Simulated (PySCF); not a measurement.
CdI, charge +1. Atoms are numbered in the order given.

```xyz
2

Cd     0.0000     0.0000    -1.3404
I      0.0000     0.0000     1.2139
```
Charge +1, spin multiplicity 1.

Coordinates come from a r2SCAN-D4/def2-TZVP optimisation. The spin state was assumed, not searched. The def2 effective core potentials stand for the cores of Cd, I; spin–orbit coupling is left out.

Calculation: PySCF with r2SCAN-D4/def2-TZVP.

Frequencies are harmonic and unscaled.

Problem. Estimate the vibrational spectrum. (An estimate is asked for; the answer gives what the named calculation found.)

Solution. 
```
mode  ν (cm⁻¹)  IR (km/mol)  moving atoms (share of kinetic energy)
----  --------  -----------  --------------------------------------
1          218          3.1                         Cd 53 %, I 47 %
```
